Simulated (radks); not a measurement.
Problem. Ca+, 19 electrons, occupied as [Ar] 4s1 (the NIST ground configuration). All-electron calculation, scalar-relativistic Kohn-Sham, LDA (Slater exchange, VWN5 correlation), spin-polarised, spherical densities, finite nucleus; open shells are filled with parallel spins first; Fermi nuclear charge, rms radius 3.4776 fm. Program: a radial shooting solver on a logarithmic mesh with Libxc functionals. Some entries of the table are withheld. Estimate them.

orbital  occ.  eigenvalue (eV)  <r^2> (bohr^2)  r(max) (bohr)
1s up       1        -3945.054        0.007978        0.05040
1s down     1        -3945.016        0.007978        0.05040
2s up       1        -420.1567          0.1583         0.3007
2s down     1        -420.1188          0.1583         0.3007
2p up       3        -341.6221          0.1335         0.2465
2p down     3        -341.5864          0.1335         0.2465
3s up       1         -53.8073           1.548         0.9926
3s down     1         -53.7101           1.543         0.9927
3p up       3         -34.9419             (1)            (2)
3p down     3         -34.8100             (3)            (4)
4s up       1          -9.4991           14.15          3.105
4s down     0          -8.6043           14.70          3.101

Solution. 
(1) 3p up <r^2> (bohr^2): 1.909
(2) 3p up r(max) (bohr): 1.046
(3) 3p down <r^2> (bohr^2): 1.890
(4) 3p down r(max) (bohr): 1.045
